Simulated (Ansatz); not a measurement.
C3H11SbSi⁺, that is SbH2(SiMe3) with one electron fewer. The state is a doublet with charge 1. Geometry B3LYP-D4/def2-SVP; atoms count from 1.

```xyz
16

Sb   -1.463   -1.666    1.178
H    -1.302   -1.556    2.871
H    -3.112   -1.251    1.059
Si    0.203    0.069   -0.191
C     1.890   -0.524    0.323
C    -0.276   -0.236   -1.963
C    -0.346    1.699    0.534
H     2.636    0.132   -0.163
H     2.088   -1.554   -0.009
H     2.048   -0.454    1.410
H    -0.063   -1.268   -2.280
H    -1.335   -0.006   -2.159
H     0.331    0.439   -2.594
H    -1.401    1.929    0.319
H    -0.168    1.767    1.618
H     0.269    2.480    0.047
```

In the def2 sets Sb takes a core potential; there is no spin–orbit coupling.

Question: Estimate the Mulliken populations from the PBE0/def2-TZVP orbitals of Ansatz.

Answer: 
| atom | charge (e) | spin (α − β) |
| --- | --- | --- |
| Sb1 | 0.30 | 0.88 |
| H2 | 0.09 | -0.01 |
| H3 | 0.09 | -0.01 |
| Si4 | 0.22 | 0.09 |
| C5 | -0.44 | 0.00 |
| C6 | -0.44 | 0.00 |
| C7 | -0.44 | 0.02 |
| H8 | 0.19 | 0.00 |
| H9 | 0.18 | 0.00 |
| H10 | 0.18 | 0.00 |
| H11 | 0.18 | 0.00 |
| H12 | 0.18 | 0.00 |
| H13 | 0.19 | 0.00 |
| H14 | 0.18 | 0.00 |
| H15 | 0.18 | 0.00 |
| H16 | 0.19 | 0.02 |
Mulliken values depend strongly on the basis.

Question: Where does the spin sit?

Answer: Summed by element: Sb 0.88, H 0.00, Si 0.09, C 0.03, of 1 unpaired in all. Largest on single atoms: Sb1 0.88, Si4 0.09, C7 0.02.

Question: And the Mayer bond orders between heavy atoms (over 0.3)?

Answer: Sb1–Si4 0.69 (2.77 Å); Si4–C5 1.06 (1.86 Å); Si4–C6 1.06 (1.86 Å); Si4–C7 1.05 (1.87 Å).
